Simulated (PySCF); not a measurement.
# MoH₂ + 2 F₂ → MoF₂ + 2 HF

Level: PBE0 in the def2-TZVP basis family, computed in PySCF with density fitting; scalar-relativistic core potentials for atoms from Rb on, none lighter, no spin–orbit coupling; open shells unrestricted.

| species | state and structure | E (Eh) | ZPE (kJ/mol) | H(298 K) − H(0) (kJ/mol) | S° (J/(mol K)) |
| --- | --- | --- | --- | --- | --- |
| MoH₂ | quintet, C2v, Mo–H 1.706 Å (×2); H–Mo–H 108.1° | -69.28343 | 25.3 | 10.4 | 240.3 |
| F₂ | singlet, D∞h, F–F 1.376 Å | -199.40856 | 6.6 | 8.7 | 201.9 |
| MoF₂ | quintet, C2v, Mo–F 1.868 Å (×2); F–Mo–F 134.2° | -267.81612 | 8.8 | 12.3 | 292.0 |
| HF | singlet, C∞v, H–F 0.920 Å | -100.39188 | 24.9 | 8.7 | 173.6 |

Task: What is the electronic reaction energy?

Result: At PBE0/def2-TZVP, ΔE = -1311.0 kJ/mol from the differences of the total energies times 2625.5, downhill. 

Task: Add zero-point, thermal and entropy terms for 298.15 K and 1 bar.

Result: ΔZPE = 20.1 and Δ[H(298) − H(0)] = 1.9 kJ/mol give ΔH° = -1289.0 kJ/mol. ΔS° = -4.9 J/(mol K), so ΔG° = -1289.0 − 298.15 × (-0.0049) = -1288 kJ/mol.

Open d or f shells are single determinants, so the state found may not be the ground state. Only the bonding shown was studied: isomers, or loss of a ligand pair, can lie lower.
